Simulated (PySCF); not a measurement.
Method: B3LYP-D3(BJ)/def2-TZVP run with PySCF. All species are isolated molecules in the gas phase. B3LYP has the VWN-RPA correlation part, as in Gaussian. Delta-SCF ions had no search for a lower state. Excitations are Tamm–Dancoff values on a coarser integration grid. The basis has no diffuse functions, so Rydberg states are missing or too high.

Reference species (SMILES): `[SnH3][Cl]` (neutral, multiplicity 1).

| Property | Value |
|---|---|
| vertical ionisation energy (Delta-SCF) | 10.86 eV |
| S1 excitation (TDA) | 6.00 eV |
| S1 oscillator strength | 0.019 |

Changed species: `[Cl][SnH]([Cl])[Cl]` (1 of 4 Cl replaced by H; the reference has 3 of 4 Cl replaced by H).

Problem. What does the change do to the vertical ionisation energy (Delta-SCF), S1 excitation (TDA) and S1 oscillator strength?

Solution. the vertical ionisation energy (Delta-SCF) rises by 0.36 eV, to 11.22 eV; the S1 excitation (TDA) drops by 0.74 eV, to 5.26 eV; the S1 oscillator strength decreases by 0.019, to 0.000.
